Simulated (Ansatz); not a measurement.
Geometry optimisation, Ansatz, RKS PBE/6-31G*.

Input file:

```yaml
crystal:
  periodic: [false, false, false]
  atoms:
    - { symbol: B, position_ang: [-0.054122, 0.311006, 0.066693] }
    - { symbol: "N", position_ang: [-0.355079, 0.881867, 1.4259] }
    - { symbol: H, position_ang: [-1.266109, 1.322373, 1.55767] }
    - { symbol: H, position_ang: [0.375349, 1.405094, 1.914813] }
    - { symbol: "N", position_ang: [1.295675, 0.247535, -0.375224] }
    - { symbol: H, position_ang: [1.532224, -0.354986, -1.162455] }
    - { symbol: H, position_ang: [2.08311, 0.372075, 0.25882] }
    - { symbol: C, position_ang: [-1.26669, -0.048078, -0.899792] }
    - { symbol: H, position_ang: [-2.042213, -0.643428, -0.381862] }
    - { symbol: H, position_ang: [-1.763632, 0.871304, -1.267285] }
    - { symbol: H, position_ang: [-0.949516, -0.625804, -1.786725] }
    - { symbol: "N", position_ang: [-0.112742, -2.186885, 1.25523] }
    - { symbol: H, position_ang: [-0.859148, -2.88472, 1.162201] }
    - { symbol: Si, position_ang: [1.372046, -2.801215, 1.955542] }
    - { symbol: H, position_ang: [1.791386, -4.007587, 1.160726] }
    - { symbol: H, position_ang: [2.434809, -1.745752, 1.813834] }
    - { symbol: H, position_ang: [1.35437, -3.219312, 3.411452] }
    - { symbol: H, position_ang: [-0.493819, -1.348087, 1.74276] }
basis:
  gaussian: { orbitals: "6-31G*" }
hamiltonian:
  xc: pbe
relax:
  f_tol: 0.03
  max_steps: 50
output:
  orbitals: {}
```

Command:

```bash
$ ansatz run input.yaml --threads 4 --pin off --max-ram 5120MiB --backend cpu --events-out ev --progress --plain --runs-dir out
```

Problem. Where does it end, and by what steps?

Solution. The run converged. The force dipped under the threshold on the way, but the program's further checks kept it going. After 18 steps the energy has fallen by 0.222 eV; H11 moved furthest, 1.25 Å.

| step | energy less start (eV) | largest force component (eV/Å) | accepted |
| --- | --- | --- | --- |
| 0 | 0.0000 | 1.154 | yes |
| 1 | -0.0947 | 0.958 | yes |
| 2 | -0.1343 | 0.686 | yes |
| 3 | -0.1614 | 0.520 | yes |
| 4 | -0.1823 | 0.417 | yes |
| 5 | -0.1932 | 0.198 | yes |
| 6 | -0.2013 | 0.101 | yes |
| 7 | -0.2057 | 0.158 | yes |
| 8 | -0.2086 | 0.119 | yes |
| 9 | -0.2126 | 0.092 | yes |
| 10 | -0.2148 | 0.131 | yes |
| 11 | -0.2171 | 0.119 | yes |
| 12 | -0.2193 | 0.065 | yes |
| 13 | -0.2207 | 0.045 | yes |
| 14 | -0.2213 | 0.041 | yes |
| 15 | -0.2216 | 0.027 | yes |
| 16 | -0.2218 | 0.026 | yes |
| 17 | -0.2219 | 0.031 | yes |
| 18 | -0.2219 | 0.015 | yes |

```xyz
18
Properties=species:S:1:pos:R:3
B -0.142 0.438 -0.163
N -0.460 0.391 1.250
H -1.370 0.724 1.563
H 0.260 0.577 1.949
N 1.210 0.319 -0.582
H 1.451 0.198 -1.561
H 1.981 0.102 0.047
C -1.319 0.585 -1.225
H -2.078 -0.207 -1.092
H -1.850 1.549 -1.112
H -0.968 0.528 -2.270
N -0.077 -2.704 1.669
H -0.839 -3.261 2.059
Si 1.517 -2.935 2.324
H 1.907 -4.379 2.187
H 2.460 -2.084 1.518
H 1.767 -2.570 3.774
H -0.374 -1.727 1.517
```

Whether the end is a true minimum wasn't checked by a vibrational analysis.

Run time: 12 s on 4 threads of AMD EPYC 9R45 96-Core Processor (Zen 5) (shared host), peak memory 0.2 GiB.
